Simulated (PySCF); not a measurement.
## Telling isomers of C8H9P apart by NMR

No relativistic terms, one averaged value for each set of equivalent atoms, a single conformation, no solvent model. σ from GIAO-PBE0/pcSseg-1; PBE0-D3(BJ)/def2-SVP structure; PySCF 2.14.

Scale: 1H (σref 31.27), 13C (σref 184.41) against TMS (reference shieldings calculated alike). Splittings of carbon signals by F and P are missing where no couplings were computed. Where no couplings were computed, multiplicities follow the n + 1 count of equivalent neighbours, and m marks all less simple cases (inequivalent or close neighbours, rings, F or P nearby). Shifts are as computed. Against solution values, carbons near 30 ppm lie about +2 ppm off and those near 130 ppm about +5 ppm. Of 1313 compounds with measured shifts, 239 miss one by over three times the rms of a fit or turn the order of signals round; such compounds aren't used in these exercises.

(1) Tabulate the signals of `C=Cc1ccpcc1C`, `C=Cc1ccc(C)cp1`, `c1ccc(C2CC2)pc1` and their relative energies.

(2) What is the quickest way to tell C=Cc1ccpcc1C from c1ccc(C2CC2)pc1?

(3) What is the quickest way to tell C=Cc1ccpcc1C from C=Cc1ccc(C)cp1?

(4) What is the quickest way to tell C=Cc1ccc(C)cp1 from c1ccc(C2CC2)pc1?

Results:

(1) 
| SMILES | carbon types | δC | δH | E rel. (kcal/mol) |
| --- | --- | --- | --- | --- |
| C=Cc1ccpcc1C | 2×C 4×CH 1×CH2 1×CH3 | 164.8, 162.3, 146.0, 145.7, 143.4, 136.8, 124.6, 26.5 | 8.80 (m, 1H), 8.69 (m, 1H), 8.09 (m, 1H), 7.15 (m, 1H), 5.93 (m, 1H), 5.68 (m, 1H), 2.48 (s, 3H) | 1.0 |
| C=Cc1ccc(C)cp1 | 2×C 4×CH 1×CH2 1×CH3 | 171.1, 163.1, 147.8, 146.1, 136.5, 133.0, 115.6, 26.4 | 8.61 (m, 1H), 8.39 (m, 1H), 7.40 (m, 1H), 7.08 (m, 1H), 6.25 (m, 1H), 5.50 (m, 1H), 2.48 (s, 3H) | 0.0 |
| c1ccc(C2CC2)pc1 | 1×C 5×CH 2×CH2 | 191.0, 164.1, 138.3, 135.9, 133.8, 25.0, 21.8 | 8.86 (m, 1H), 7.79 (m, 1H), 7.73 (m, 1H), 7.45 (m, 1H), 1.75 (m, 1H), 1.38 (m, 2H), 1.01 (m, 2H) | 5.5 |

Energies are electronic energies at PBE0/pcSseg-1 on these geometries, without zero-point or thermal terms, each for the one conformer computed, which needn't be the lowest.

(2) Count the carbon signals: 8 against 7. The first has a terminal =CH2 carbon at 124.6 ppm, the second a three-membered-ring carbon (CH) at 25.0 ppm. Their most deshielded carbons lie at 164.8 and 191.0 ppm.

(3) Both give the same number of carbon signals, with the same numbers of each carbon type, so the positions decide. The first has a terminal =CH2 carbon at 124.6 ppm, the second a substituted aromatic carbon (C) at 171.1 ppm. Their most deshielded carbons lie at 164.8 and 171.1 ppm.

(4) Count the carbon signals: 8 against 7. The first has a terminal =CH2 carbon at 115.6 ppm, the second a three-membered-ring carbon (CH) at 25.0 ppm. Their most deshielded carbons lie at 171.1 and 191.0 ppm.
